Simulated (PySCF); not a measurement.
A GIAO shielding run with PySCF (density fitting, non-relativistic, gas phase) on SMILES C=NC[C@@H]1C[SiH2]C=C1[SiH3], C6H13NSi2:

```
$ OMP_NUM_THREADS=1 python probes_run.py task.json out

{"job": {"kind": "nmr", "xc": "PBE0", "basis": "pcSseg-1"}, "charge": 0, "multiplicity": 1}
C      2.656308     1.681744     0.174737
N      1.586319     1.161808    -0.207399
C      1.352098    -0.239675    -0.086879
C      0.016843    -0.454702     0.644298
C     -0.345150    -1.945839     0.709710
Si    -1.602129    -2.246951    -0.691260
C     -1.887943    -0.403271    -0.844551
C     -1.028976     0.316794    -0.118052
Si    -0.945662     2.200535    -0.103464
H      3.495952     1.120495     0.600742
H      2.775460     2.750391     0.075816
H      2.175431    -0.765614     0.425890
H      1.248690    -0.645174    -1.099201
H      0.123921    -0.033976     1.651512
H      0.549287    -2.563227     0.648798
H     -0.803698    -2.160292     1.674950
H     -0.996466    -2.865456    -1.878572
H     -2.754434    -3.045522    -0.264193
H     -2.640703     0.078217    -1.449462
H     -2.345435     2.665089    -0.046433
H     -0.288045     2.687721     1.110323
H     -0.352079     2.726290    -1.328944
```

Hardware: 1 thread of an AMD EPYC, shared host. The job also computes population analyses, field gradients, ring-centre shieldings.

(1) How large is the calculation?

(2) How long does it take, and how much memory does it need?

Answers

(1) 84 electrons, 232 basis functions and 1242 auxiliary functions.

(2) 97 s of wall time, with 14 SCF cycles and 5 response iterations; peak memory 0.98 GiB. Times on a shared host scatter by some tens of per cent.
